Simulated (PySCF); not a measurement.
A calculated (PBE0, PySCF 2.14, x2c-QZVPPall with one added diffuse shell each of s, p, d, f type, the spin-free X2C one-electron Hamiltonian (Gaussian nucleus)) atom or ion has these occupied shells.

```json
{"shell": "1s", "electrons": "2", "orbital energy (eV)": "-1567.5", "rms radius, mean of both spins (bohr)": "0.139"}
{"shell": "2s", "electrons": "2", "orbital energy (eV)": "-149.25", "rms radius, mean of both spins (bohr)": "0.679"}
{"shell": "2p", "electrons": "6", "orbital energy (eV)": "-108.82", "rms radius, mean of both spins (bohr)": "0.671"}
```

**Question.** Name the element and its charge.

**Answer.** Al³⁺ (aluminium, charge +3), in [Ne], closed-shell 1S.
